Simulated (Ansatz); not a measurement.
Consider the isomerisation: `[OH][GeH]1[O][SiH2]1` → `[OH][Ge][O][SiH3]`.

Calculated with Ansatz (gas phase, PBE0-D4/def2-TZVP geometries, no zero-point term in ΔE). CCSD(T)/CBS adds triple-zeta CCSD(T) − MP2 to the extrapolated MP2 energy (def2 sets, frozen cores). Functionals use def2-TZVPP. For Ge outer-core shells are correlated without core-valence functions, which leaves a few kJ/mol of doubt a bond. Scalar relativity is left out up to krypton. Each species was taken in one conformer, which may not be the lowest.

CCSD(T)/CBS gives -150.4 kJ/mol.

**Question.** Another level gave -137.6 kJ/mol. Which?
A. B2PLYP/def2-TZVPP
B. PBE0/def2-TZVPP
C. CCSD(T)/def2-TZVPP
D. ωB97X-V/def2-TZVPP

**Answer.** B. PBE0 -137.6, B2PLYP -158.6, ωB97X-V -149.4, CCSD(T)/def2-TZVPP -144.9 kJ/mol.

Largest T1 diagnostic among the species: 0.015.

In def2-TZVPP, CCSD(T) changes the Hartree–Fock value by +40.1 kJ/mol (the triples alone add +6.6 kJ/mol) and MP2 by +44.3 kJ/mol.
